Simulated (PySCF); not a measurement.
# Energy of Rh⁺ (rhodium, charge +1) between two integer charges

The 4d beta orbital of [Kr] 4d8 is emptied in steps (occupation f), with all orbitals relaxed, ending at [Kr] 4d7. Calculation: PySCF 2.14, in aug-cc-pVTZ-PP with ECP28MDF (6s6p5d3f2g, 88 functions); scalar relativity through the core potential. The exact energy is a straight line in f; departures are measured from the line between the end points of the same method.

| f | UHF (eV) | LDA (eV) | PBE (eV) |
| --- | --- | --- | --- |
| 1 | 0.000 | 0.000 | 0.000 |
| 0.75 | 0.342 | -1.074 | -1.045 |
| 0.5 | 0.436 | -1.446 | -1.405 |
| 0.25 | 0.313 | -1.094 | -1.062 |
| 0 | 0.000 | 0.000 | 0.000 |

Problem. For UHF, how does the orbital energy at f = 1 compare with the removal energy?

Solution. −ε = 18.382 eV against a total-energy difference of 16.465 eV. By Janak's theorem ε = ∂E/∂f, so the gap between them reflects the curvature. Along the path −ε is 17.313 (f = 0.75), 16.386 (f = 0.5), 15.577 (f = 0.25) eV.

```tsv
method	E(f=0) − E(f=1) (eV)	−ε at f=1 (eV)	−ε at f=0.5 (eV)
UHF	16.465	18.382	16.386
LDA	18.851	13.187	18.797
PBE	18.546	13.027	18.501
```

Reference removal energy between the ground levels: 18.08 eV (semi-empirical (NIST evaluation); NIST Atomic Spectra Database, ionization energies). The calculation has no spin-orbit coupling. The determinant left behind need not be the lowest term of the ion. UHF lacks correlation.
